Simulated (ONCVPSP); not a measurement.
An all-electron radial function and its pseudo partner (Be)

Columns: radius, all-electron u(r) and pseudo u(r) of the 1s shell (level -106.21 eV) of beryllium in the configuration 1s2 2s2; PBE, scalar-relativistic, ONCV scheme, ONCVPSP 4.0.1.

| r (bohr) | all-electron | pseudo |
| --- | --- | --- |
| 0.047 | 0.5713 | 0.3598 |
| 0.095 | 0.9552 | 0.7003 |
| 0.142 | 1.1880 | 0.9847 |
| 0.190 | 1.3205 | 1.2086 |
| 0.237 | 1.3771 | 1.3552 |
| 0.285 | 1.3825 | 1.4319 |
| 0.332 | 1.3522 | 1.4431 |
| 0.380 | 1.2973 | 1.4033 |
| 0.427 | 1.2286 | 1.3288 |
| 0.475 | 1.1495 | 1.2316 |
| 0.522 | 1.0680 | 1.1279 |
| 0.570 | 0.9838 | 1.0224 |
| 0.617 | 0.9027 | 0.9249 |
| 0.665 | 0.8228 | 0.8336 |
| 0.712 | 0.7485 | 0.7529 |
| 0.760 | 0.6772 | 0.6784 |
| 0.807 | 0.6122 | 0.6123 |
| 0.855 | 0.5507 | 0.5506 |
| 0.902 | 0.4953 | 0.4952 |
| 0.950 | 0.4435 | 0.4434 |
| 0.997 | 0.3973 | 0.3972 |
| 1.045 | 0.3544 | 0.3544 |
| 1.092 | 0.3166 | 0.3165 |
| 1.140 | 0.2818 | 0.2818 |
| 1.187 | 0.2513 | 0.2513 |
| 1.235 | 0.2234 | 0.2233 |

(1) How many radial nodes do the two functions have?

(2) At about which radius was the pseudo-wave matched?

(3) Is the pseudo-wave norm-conserving?

## Answers

(1) The all-electron 1s function has n − l − 1 = 0; the pseudo-wave has 0.

(2) 0.95 bohr. The columns agree to 0.0005 from 0.81 bohr on; several derivatives are matched, so the curves merge somewhat inside the radius.

(3) Yes: the ONCV scheme keeps the norm inside the radius equal to the all-electron one, which fixes the energy derivative of the logarithmic derivative at the level.
